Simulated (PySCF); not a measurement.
Ligands exchanged one at a time, Sn CH3-C2H5. Gas-phase values, no solvent. One relaxed conformer stands for each flexible species; it need not be the lowest. Strings in code marks are SMILES.

The S1–T1 gap (TDA) from two functionals at the same geometries (B3LYP-D3(BJ)/def2-SVP), both in PySCF: PBE-D3(BJ)/def2-TZVP and TPSSh-D3(BJ)/def2-TZVP. Excitations are Tamm–Dancoff values on a coarser integration grid. The basis has no diffuse functions, so Rydberg states are missing or too high.

| species | PBE-D3(BJ)/def2-TZVP (eV) | TPSSh-D3(BJ)/def2-TZVP (eV) |
|---|---|---|
| 1 of 4 CH3 replaced by C2H5 (`C[CH2][Sn]([CH3])([CH3])[CH3]` (C–C–Sn–C torsion 60°)) | 0.32 | 0.48 |
| 2 of 4 CH3 replaced by C2H5 | 0.30 | 0.47 |
| 4 of 4 CH3 replaced by C2H5 (`[CH2]([Sn]([CH2]C)([CH2]C)[CH2]C)C`) | 0.33 | 0.51 |

Over these rows, drawn at random from the members with no instability flagged (it was tested for open shells, ions and some series alone), PBE minus TPSSh-D3(BJ): mean -0.17 eV, from -0.18 eV to -0.16 eV.
